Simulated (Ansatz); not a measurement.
Ansatz (a first-principles code) input:

Ansatz 0.2 input:
```yaml
crystal:
  periodic: [false, false, false]
  atoms:
    - {symbol: W, position_ang: [0.00265097, 0.00307094, -0.12018062]}
    - {symbol: F, position_ang: [1.78062760, 0.02065699, 0.53444417]}
    - {symbol: F, position_ang: [-1.80242446, -0.04590694, 0.45370758]}
basis:
  gaussian:
    orbitals: def2-TZVP
hamiltonian:
  xc: b3lyp
  dispersion: d3bj
magnetization: {spin_polarized: true, initial_magnetization: 4}
phonons: {temperatures: {t_min: 298.15, t_max: 298.15, t_step: 100}}
```

### Question
Which total energy does the run end on?

### Answer
-266.90163 Eh (B3LYP-D3(BJ)/def2-TZVP). The basis has 102 functions.

The spin state was set by rule; other spins were not relaxed.
